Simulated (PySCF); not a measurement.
Electronic absorption of Sn(SnH3)4

Compound: Sn(SnH3)4.
Structure used (PBE0-D3(BJ)/def2-SVP), in Å, numbered top down from 1:
```
atom  x, y, z in Å
Sn1   -0.0055   -0.0059    0.0048
Sn2    1.5374    1.2569   -1.9451
Sn3    1.5754   -1.8026    1.4415
Sn4   -2.0995   -1.3796   -1.2277
Sn5   -1.0215    1.9216    1.7489
H6     3.0277    0.4364   -2.1697
H7     0.6986    1.2766   -3.4427
H8     1.8704    2.8768   -1.4871
H9     3.1524   -1.8937    0.7710
H10    1.7091   -1.3076    3.0793
H11    0.8828   -3.3727    1.4046
H12   -1.9558   -3.0677   -0.9569
H13   -2.0701   -1.0982   -2.9203
H14   -3.6102   -0.8526   -0.6109
H15   -2.7228    1.7578    1.9036
H16   -0.6792    3.4974    1.1619
H17   -0.3176    1.7563    3.3050
```

Method: PySCF 2.14.0, density-fitted response routines, TDDFT PBE0/def2-SVPD, vertical, gas phase, core orbitals frozen in the response, def2 core potentials past Kr. Spin–orbit coupling is left out.

**Question.** What does the calculation give for the low-lying excited states?

**Answer.** 

```
state  λ (nm)  E (eV)       f                            main configurations (H = HOMO, L = LUMO)
   S1   243.3    5.10   0.115                                                  H-2/H-1/H→L (≥79%)
   S2   243.0    5.10   0.109                                                  H-2/H-1/H→L (≥71%)
   S3   242.6    5.11   0.012                                            H-2/H-1/H→L+1/L+2 (≥76%)
   S4   242.3    5.12   0.092  H-2/H-1/H→L (≥54%), H-2/H-1/H→L+3 (≥17%), H-2/H-1/H→L+1/L+2 (≥12%)
   S5   242.1    5.12   0.022  H-2/H-1/H→L+1/L+2 (≥52%), H-2/H-1/H→L+3 (≥22%), H-2/H-1/H→L (≥14%)
   S6   241.8    5.13  0.0050                      H-2/H-1/H→L+1/L+2 (≥48%), H-2/H-1/H→L+3 (≥37%)
   S7   237.2    5.23  0.0004                      H-2/H-1/H→L+1/L+2 (≥51%), H-2/H-1/H→L+3 (≥16%)
   S8   236.6    5.24  0.0000                      H-2/H-1/H→L+1/L+2 (≥43%), H-2/H-1/H→L+3 (≥40%)
   S9   231.7    5.35  0.0009                      H-2/H-1/H→L+1/L+2 (≥49%), H-2/H-1/H→L+3 (≥32%)
  S10   219.8    5.64   0.612                      H-2/H-1/H→L+1/L+2 (≥41%), H-2/H-1/H→L+3 (≥17%)
```

Triplets (Tamm–Dancoff): T1 4.43 eV, H-2/H-1/H→L (≥72%), H-2/H-1/H→L+3 (≥11%); T2 4.43 eV, H-2/H-1/H→L (≥72%); T3 4.44 eV, H-2/H-1/H→L (≥68%); T4 4.70 eV, H-2/H-1/H→L+1/L+2 (≥48%), H-2/H-1/H→L+3 (≥23%).

The lowest singlet level (S1/S2) lies at 5.10 eV (243 nm, ultraviolet) and is strong. The strongest level in the table is S10 at 5.64 eV (220 nm, f = 0.612). It is the last of those listed, so stronger ones may follow. S1/S2/S3/S4/S5/S6 lie within about 0.01 eV of each other. Löwdin shares by element: HOMO (one of a set within 0.03 eV) tin 71% or more (atoms not listed hold the other 29%); LUMO tin 52% or more (atoms not listed hold the other 48%). Orbital energies (eV): HOMO-3 -9.03, HOMO-2 -7.32, HOMO-1 -7.32, HOMO -7.31, LUMO -1.39, LUMO+1 -1.11, LUMO+2 -1.10. Weighted by f, the mean energy of these states is 5.44 eV. Of the 10 states listed, 6 reach f = 0.01 and 2 stay under 0.0005. Orbitals of the list HOMO-3 to LUMO+2 that lie within 0.01 eV of each other are written together with a slash and their weights summed (≥ marks a lower bound); for degenerate orbitals outside that list single weights are arbitrary. Singlets were solved by full linear response, triplets in the Tamm–Dancoff approximation.

On AMD EPYC, one thread, no GPU, shared host with 64 logical CPUs at a one-minute load of 56, this took 4.2 min (with the writing of density and orbital grids) and 1.5 GiB of memory at its peak.
